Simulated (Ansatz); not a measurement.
## Worked example: the interaction energy

The pair of Cl⁻ (SMILES [Cl-], atom 1) and SiH₃Cl (SMILES [SiH3]Cl, atoms 2–6), both closed shells, in one local arrangement (a lower one may exist), relaxed at PBE0-D4/def2-TZVPD:

```xyz
6
angstrom
Cl -0.4887 0.0697 -2.2735
Si 0.0000 0.0000 0.0000
Cl 0.4887 -0.0697 2.2736
H 0.9655 1.1056 -0.1738
H -1.4139 0.2960 0.3130
H 0.4483 -1.4015 -0.1394
```

Both fragments are computed in the basis of the whole pair.

Computed with Ansatz 0.2.0 (basis: def2-TZVPPD and def2-QZVPPD); correlated methods freeze the cores.

Energies in eV:

| quantity | pair | first fragment | second fragment |
| --- | --- | --- | --- |
| Hartree–Fock, triple zeta (X = 3) | -32921.47630 | -12505.39599 | -20414.11149 |
| Hartree–Fock, quadruple zeta (X = 4) | -32922.38528 | -12505.71760 | -20414.68507 |
| MP2 correlation, X = 3 | -14.72893 | -5.60689 | -8.86088 |
| MP2 correlation, X = 4 | -16.06341 | -6.13751 | -9.61136 |
| CCSD(T) correlation, X = 3 | -16.76075 | -6.28295 | -10.29040 |

Problem. Work out the interaction energy at the basis limit: extrapolate Hartree–Fock as E(X) = E∞ + A exp(−7.88 √X) and the MP2 correlation as E(X) = E∞ + B X^−2.97 (the exponents that Neese and Valeev fitted for def2-TZVPP and QZVPP, reused here for the diffuse sets), then add CCSD(T) − MP2 in triple zeta.

Solution. Each step is linear, so take the differences first (pair − first fragment − second fragment): Hartree–Fock -1.96882 (X = 3) and -1.98261 (X = 4); MP2 correlation -0.26116 and -0.31454; CCSD(T) correlation -0.18740.
Two points give E∞ = E(4) + w [E(4) − E(3)], with w = 1/(exp(7.88 (2 − √3)) − 1) = 0.1377 for Hartree–Fock and w = 1/((4/3)^2.97 − 1) = 0.7407 for the correlation.
Hartree–Fock: -1.98261 + 0.1377 × (-0.01379) = -1.9845 eV.
MP2 correlation: -0.31454 + 0.7407 × (-0.05338) = -0.3541 eV.
CCSD(T) − MP2: -0.18740 − (-0.26116) = 0.0738 eV.
Sum: -1.9845 + (-0.3541) + 0.0738 = -2.2648 eV, or -52.23 kcal/mol. Plain CCSD(T) in triple zeta gives -2.1562 eV, so the larger basis shifts the result by -0.1086 eV.

The T1 diagnostic stays at or below 0.013.

For scale, one of the runs: CCSD(T)/def2-TZVPPD, 201 basis functions, launched by `ansatz run in.yaml --threads 2 --pin off --events-out ev --progress --plain --max-ram 5222MiB`. Hardware: 2 CPU threads of an Intel Xeon 6975P-C, shared host. Wall time 17 s; peak host memory 2.3 GiB.
